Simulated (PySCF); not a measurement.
**Cu (copper, neutral) across methods**

[Ar] 3d9 4s1 4p1, one real determinant (an excited configuration). All numbers are calculated (PySCF 2.14, the non-relativistic Hamiltonian (point nucleus), in dyall-av2z (16s12p7d2f, 101 functions)).

| method | E (hartree) | mean ε 3d β (eV) | mean ε 4s α (eV) | mean ε 4p α (eV) | Σ⟨r²⟩ (bohr²) | ⟨S²⟩ |
| --- | --- | --- | --- | --- | --- | --- |
| LDA | -1637.533 | -11.175 | -7.569 | -2.681 | 41.03 | 3.750 |
| HSE06 | -1640.083 | -13.098 | -7.918 | -3.033 | 40.98 | 3.751 |
| UHF | -1638.84919 | -20.740 | -10.531 | -5.397 | 41.67 | 3.751 |
| TPSSh | -1640.318 | -11.858 | -7.727 | -2.965 | 40.73 | 3.751 |
| B97-3 | -1640.154 | -13.767 | -8.137 | -3.335 | 41.35 | 3.750 |
| PBE0 | -1640.078 | -13.514 | -8.276 | -3.415 | 40.93 | 3.751 |
| wB97X-V | -1640.148 | -16.073 | -10.440 | -5.196 | 40.94 | 3.750 |
| PBE | -1640.058 | -10.910 | -7.365 | -2.667 | 41.27 | 3.751 |
| r2SCAN | -1640.299 | -11.087 | -7.627 | -2.845 | 40.37 | 3.752 |

⟨L²⟩ = 8.01 against 12 for a pure F term, so this real determinant mixes terms.
